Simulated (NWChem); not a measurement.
Correlation energy of hydrogen iodide (HI)

```
I
H 1 1.6328
```
Charge 0, spin multiplicity 1.

Program: NWChem. All single points use one geometry, from PBE/def2-SVP with def2 effective core potentials on I, a minimum by its harmonic frequencies.

Basis set: def2-QZVP. Each correlation energy counts from its own Hartree-Fock reference.

Effective core potentials replace the inner electrons of I; spin-orbit coupling is left out. The correlated methods keep 4 core orbitals frozen. Coupled-cluster values serve here as a point of comparison, not as the truth.

**Question.** One of these methods gave a correlation energy of -647.3 mHa. Which?
A. CR-CCSD(T)
B. CCSD
C. MP2
D. SCS-MP2

**Answer.** A, CR-CCSD(T). The others give -603.5 (SCS-MP2), -677.8 (MP2), -635.4 (CCSD).
